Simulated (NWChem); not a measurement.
System: LiOH; SMILES [Li][OH]

Here is an NWChem input.

```
start job
memory heap 200 mb stack 900 mb global 1100 mb
geometry units angstroms noautoz
  Li    -0.768097    -0.718737    -0.660743
  O      0.191656     0.179366     0.164872
  H      0.780758     0.730534     0.671627
end
basis spherical
  * library cc-pvqz
end
dft
  xc xtpss03 ctpss03
  iterations 150
  mulliken
end
task dft energy
```

Structure relaxed at the PBE0/def2-SVP level.

Problem. Predict the main results of this run. (TPSS/cc-pVQZ.) Quantities: basis functions; energy (Ha); highest occupied level (eV); orbital gap (eV); dipole (D).

Solution. 
- number of basis functions: 140
- energy (Ha): -83.43
- highest occupied level (eV): -4.83
- orbital gap (eV): 3.61
- dipole (D): 4.19
